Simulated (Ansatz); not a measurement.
```yaml
crystal:
  periodic: [false, false, false]
  atoms:
    - {symbol: O, position_ang: [0.197694, 0.581231, 1.554106]}
    - {symbol: C, position_ang: [0.480812, 0.277240, 0.266241]}
    - {symbol: F, position_ang: [1.829338, 0.284244, 0.051466]}
    - {symbol: Si, position_ang: [-0.614708, -0.829534, -0.739151]}
    - {symbol: S, position_ang: [-0.419849, 1.239291, -1.069482]}
    - {symbol: H, position_ang: [0.478080, 1.486794, 1.740568]}
    - {symbol: H, position_ang: [0.011119, -1.753174, -1.709365]}
    - {symbol: H, position_ang: [-1.870386, -1.343289, -0.150284]}
basis:
  gaussian: {orbitals: aug-cc-pVDZ}
magnetization: {spin_polarized: true, initial_magnetization: 2}
hamiltonian: {xc: {name: HF}}
correlation: {active_space: {window: {electrons: 6, orbitals: 2}}}
output: {forces: true}
```

```sh
$ ansatz run in.yaml --threads 2 --pin off --events-out ev --progress --plain --max-ram 4352MiB
```

(1) How does Ansatz answer? (An estimate is asked.)

Results:

(1) The calculation gave: The input was rejected before any iteration.
```
Error: invalid value for `correlation.active_space`: it starts from restricted Hartree–Fock orbitals; set hamiltonian.xc: hf without magnetization.spin_polarized
```
